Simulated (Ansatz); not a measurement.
System: InBr₂, net charge 1, singlet state. It need not be the lowest isomer of its formula. 
Structure (B3LYP-D3(BJ)/def2-TZVP (Ansatz, a quantum-chemistry and plane-wave program) minimum search):
```
In
Br 1 2.3685
Br 1 2.3685 2 180.00
```
Charge +1, spin multiplicity 1.

**Question.** Give the harmonic wavenumbers at B3LYP-D3(BJ)/def2-TZVP (Ansatz, finite differences of forces, unscaled).

**Answer.** 64, 64, 223, 357 cm⁻¹. Zero-point energy 1.0 kcal/mol.

**Question.** From these and the geometry, give the ideal-gas thermochemistry at 298.15 K and 1 atm (rigid rotor, harmonic oscillator).

**Answer.** Point group D∞h, rotational symmetry number 2. Rotational constants 0.5638, 0.5638 GHz. S(trans) 42.73, S(rot) 19.11, S(vib) 11.72, S(elec, spin only) 0.00, S 73.6 cal/(mol K). H(298) - H(0) 3.64 kcal/mol; G - E(el) -17.3 kcal/mol.
